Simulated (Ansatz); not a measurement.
H$_{2}$Cl$_{2}$NTi (SMILES [NH2][Ti+]([Cl])[Cl]), charge +1, singlet, at a GFN2-xTB geometry (such geometries of metal compounds can be far from the true shape) (the multiplicity is a formal guess); HF/def2-TZVP in Ansatz (a first-principles code).

The Ansatz input:
Ansatz 0.2 input:
```yaml
crystal:
  periodic: [false, false, false]
  atoms:
    - {symbol: Ti, position_ang: [-0.21548774, 0.04085548, 0.59951411]}
    - {symbol: Cl, position_ang: [-0.75134891, -1.47304947, -0.78508295]}
    - {symbol: Cl, position_ang: [0.21831549, 1.69625988, -0.65253042]}
    - {symbol: N, position_ang: [1.40905497, -0.48224417, 1.22268872]}
    - {symbol: H, position_ang: [2.21357954, 0.13906136, 1.37901934]}
    - {symbol: H, position_ang: [1.72533396, -1.45674981, 1.31227646]}
basis:
  gaussian:
    orbitals: def2-TZVP
hamiltonian:
  xc: hf
total_charge: 1
output: {forces: true}
```

What the program printed (banner, timings and long lists left out):

```
Functional definition: HF
1131 factors; integrals over basis functions are off by at most 1.1e-3 eV
mean field evaluation 1: about -49593.5940 eV, gradient 6.8e1 eV
mean field evaluation 2: about -49593.7449 eV, gradient 6.8e1 eV
mean field evaluation 4: about -49603.7582 eV, gradient 1.2e1 eV
mean field evaluation 8: about -49604.0907 eV, gradient 1.5e0 eV
mean field evaluation 16: about -49604.1041 eV, gradient 4.5e-5 eV
mean field -49604.10410290 eV, -1822.9172029123 hartree, gradient 4.5e-5 eV, S^2 0.000000; 0 other end points of the search recorded, 0 dependent functions left out
the calculation of the forces begins
reference -49604.10410290 eV, -1822.9172029123 hartree; 32, 32 occupied and 130, 130 virtual orbitals, 1131 factors
Total energy: -49604.10410290 eV, -1822.9172029123 hartree
Atom 0 at    -0.215488     0.040855     0.599514 Å, force     1.781355    -0.517843    -0.649633 eV/Å
Atom 1 at    -0.751349    -1.473049    -0.785083 Å, force    -0.493097    -0.394224     0.197961 eV/Å
Atom 2 at     0.218315     1.696260    -0.652530 Å, force    -0.193214     0.585931     0.238955 eV/Å
Atom 3 at     1.409055    -0.482244     1.222689 Å, force     0.264096    -0.109700     0.690975 eV/Å
Atom 4 at     2.213580     0.139061     1.379019 Å, force    -0.902015    -0.509134    -0.269537 eV/Å
Atom 5 at     1.725334    -1.456750     1.312276 Å, force    -0.457125     0.944972    -0.208721 eV/Å
Dipole moment:    -0.020546    -0.042429     1.164782 e Å
```
